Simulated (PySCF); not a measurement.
Species: C₅H₇NO.
Geometry (PBE0-D3(BJ)/def2-SVP, Å), atoms numbered from 1 in this order:
```
atom  x, y, z in Å
C1    -1.157   -2.081    0.154
C2    -0.979   -0.961   -0.557
C3    -0.086    0.162   -0.254
C4    -0.022    1.221   -1.085
N5     0.664    0.045    0.923
C6     1.563    0.929    1.444
O7     1.880    1.995    0.976
H8    -0.632   -2.298    1.090
H9    -1.857   -2.850   -0.180
H10   -1.549   -0.832   -1.482
H11   -0.648    1.218   -1.979
H12    0.631    2.068   -0.886
H13    0.527   -0.800    1.460
H14    1.995    0.541    2.398
```

Computed with PySCF at wB97X-D/def2-SVPD, non-relativistic, on one gas-phase PBE0-D3(BJ)/def2-SVP geometry that isn't relaxed in the solvent. The solvent is an IEF-PCM continuum (van der Waals radii × 1.2), and excitations are vertical TDDFT with non-equilibrium linear response and a frozen core. Only the electrostatic response of the medium enters.

Gas-phase singlets (H = HOMO, L = LUMO):

| state | E (eV) | λ (nm) | f | leading configurations |
| --- | --- | --- | --- | --- |
| S1 | 5.303 | 234 | 0.001 | H-1→L+1 54%, H-1→L 43% |
| S2 | 5.415 | 229 | 0.304 | H→L 94% |
| S3 | 6.223 | 199 | 0.224 | H→L+1 96% |
| S4 | 6.533 | 190 | 0.003 | H→L+2 90% |
| S5 | 6.604 | 188 | 0.277 | H-2→L 94% |

**Question.** Give the list for benzene (ε = 2.271), n² = 2.25.

**Answer.** 
| state | E (eV) | λ (nm) | f | leading configurations | change by rank (eV) |
| --- | --- | --- | --- | --- | --- |
| S1 | 5.234 | 237 | 0.422 | H→L 96% | -0.069 |
| S2 | 5.367 | 231 | 0.002 | H-1→L+1 52%, H-1→L 45% | -0.048 |
| S3 | 6.134 | 202 | 0.385 | H→L+1 92% | -0.089 |
| S4 | 6.503 | 191 | 0.207 | H-2→L 92% | -0.030 |
| S5 | 6.651 | 186 | 0.001 | H→L+2 85% | +0.047 |

**Question.** How does the list change in water (ε = 78.36)?

**Answer.** 
```
state  E (eV)  λ (nm)      f  leading configurations  change by rank (eV)
   S1   5.299     234  0.380                 H→L 95%               -0.004
   S2   5.460     227  0.001  H-1→L 49%, H-1→L+1 48%               +0.045
   S3   6.196     200  0.387               H→L+1 93%               -0.027
   S4   6.485     191  0.217               H-2→L 92%               -0.048
   S5   6.766     183  0.001    H→L+2 81%, H→L+3 10%               +0.162
```

**Question.** The ground-state energy changes by -0.378 eV from gas to water. By how much does the total energy of gas-phase S2 change?

**Answer.** E(S2) = E(S0) + excitation energy, so it changes by -0.378 − 0.116 = -0.494 eV: it is lowered more than the ground state, which is what a red shift means. This is the vertical state, with the slow part of the continuum still set for S0.

**Question.** How do the frontier levels move from gas to water?

**Answer.** 
```csv
orbital,gas (eV),solvent (eV),change (eV)
LUMO+2,1.94,2.37,+0.43
LUMO+1,1.86,1.95,+0.09
LUMO,0.51,0.63,+0.12
HOMO,-8.52,-8.45,+0.07
HOMO-1,-9.74,-9.88,-0.14
HOMO-2,-10.17,-10.03,+0.14
HOMO-3,-12.30,-12.23,+0.07
```

The HOMO–LUMO gap goes from 9.04 to 9.08 eV. Rows go by rank; for HOMO-3, LUMO+1 and LUMO+2 the atom shares or the degeneracy differ between the runs, so the row needn't follow one orbital.

Note: wB97X-D ran without an empirical dispersion term, which enters the total energy and its gradient alone.
